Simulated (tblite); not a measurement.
Compound: C4H10O2SSi.
Z-matrix (Å and degrees, GFN2-xTB geometry), rows numbered from 1:
```
O 
C   1  1.3992
C   2  1.5327  1  113.39
C   3  1.5297  2  114.65  1    46.19
S   4  1.8304  3   92.71  2  -134.20
C   3  1.5436  2  115.42  1   -64.28
O   6  1.3692  3  114.25  2    16.01
Si  7  1.6363  6  129.16  3   168.28
H   1  0.9675  2  107.36  3    59.01
H   2  1.1002  1  111.02  3  -122.63
H   2  1.0935  1  106.03  3   119.52
H   3  1.0925  2  108.84  1   171.94
H   4  1.0889  3  112.77  2   -20.47
H   4  1.0864  3  116.12  2   108.76
H   6  1.0957  3  114.74  2  -112.96
H   8  1.4548  7   96.90  6   179.21
H   8  1.4640  7  109.49  6    60.11
H   8  1.4594  7  110.70  6   -61.12
```

Computed values, GFN2-xTB/tblite, gas phase, harmonic and unscaled. The method is semi-empirical: single wavenumbers can be off by several per cent or more. Modes of hydrogen on silicon can be 10 to 20 % off. One conformer, not necessarily the lowest.

Harmonic wavenumbers (cm⁻¹): 42.8, 60.4, 106.4, 128.7, 158.1, 222.2, 252.6, 361.7, 369.2, 483.9, 531.2, 601.6, 625.2, 653.9, 716.7, 734.7, 768.4, 794.5, 803.5, 822.0, 863.5, 915.1, 934.3, 1013.2, 1030.4, 1089.2, 1114.0, 1135.4, 1162.8, 1183.0, 1214.4, 1267.2, 1275.0, 1310.1, 1325.7, 1351.6, 1438.6, 1465.3, 2250.6, 2299.2, 2340.4, 2874.1, 2895.3, 2963.4, 2974.2, 2999.1, 3022.2, 3483.6.

A = 1808, B = 1233, C = 846.2 MHz; mass 150.017 u (most abundant isotopes); point group C1, symmetry number 1.

Problem. What is the zero-point energy?

Solution. Half the sum of the wavenumbers: 29214 cm⁻¹ = 83.53 kcal/mol.

Problem. What is S at 200 K and 1 bar for an ideal gas of classical rigid rotors and harmonic oscillators?

Solution. Translation 38.97, rotation 28.33, vibration 19.33: S = 86.6 cal/(mol K).

Problem. And Cp and H(200 K) − H(0)?

Solution. Cp = 27.93 cal/(mol K), of which vibrations give 19.98 (their classical limit is 48 R = 95.4); H(200 K) − H(0) = 3.64 kcal/mol without the zero-point energy, 2.05 from vibrations.

Problem. Blend soft modes into free rotors: weight 1/[1 + (100 cm⁻¹/ν̃)⁴] for the oscillator and the rest for a rotor with moment μB/(μ + B), μ = h/(8π²ν), B = 10⁻⁴⁴ kg m². What vibrational entropy results?

Solution. 17.69 cal/(mol K) in place of 19.33, which changes −T·S at 200 K by +0.33 kcal/mol.

Problem. How do the functions run with temperature in this model?

Solution. 
```tsv
T (K)	S (cal/(mol K))	Cp (cal/(mol K))	H − H(0) (kcal/mol)	G − H(0) (kcal/mol)	ln q(vib)
50	59.9	13.6	0.52	-2.48	0.62
100	71.0	18.6	1.33	-5.77	1.92
298.15	99.7	38.5	6.90	-22.84	7.08
373.15	109.2	46.1	10.08	-30.67	9.00
500	124.3	56.9	16.64	-45.50	12.26
750	150.3	71.2	32.81	-79.92	18.47
1000	172.1	80.2	51.82	-120.30	24.23
```

q(vib) and H(0) count from the zero-point level.

Problem. Which modes carry the vibrational entropy at 200 K?

Solution. 42.8 cm⁻¹: 4.34; 60.4 cm⁻¹: 3.66; 106.4 cm⁻¹: 2.57; 128.7 cm⁻¹: 2.21; 158.1 cm⁻¹: 1.84; 222.2 cm⁻¹: 1.25 cal/(mol K); the other 42 give 3.47 together.

Problem. What must be added to the electronic energy to get the Gibbs energy at 200 K and 1 bar?

Solution. ZPE + [H(200 K) − H(0)] − T·S = 83.53 + 3.64 − 17.33 = 69.84 kcal/mol.

Hindered rotation and anharmonicity are outside this model. Other conformers, if any are populated, would add a mixing term that is left out. The structure is chiral; the term R ln 2 for an equal mix with its mirror image is left out.
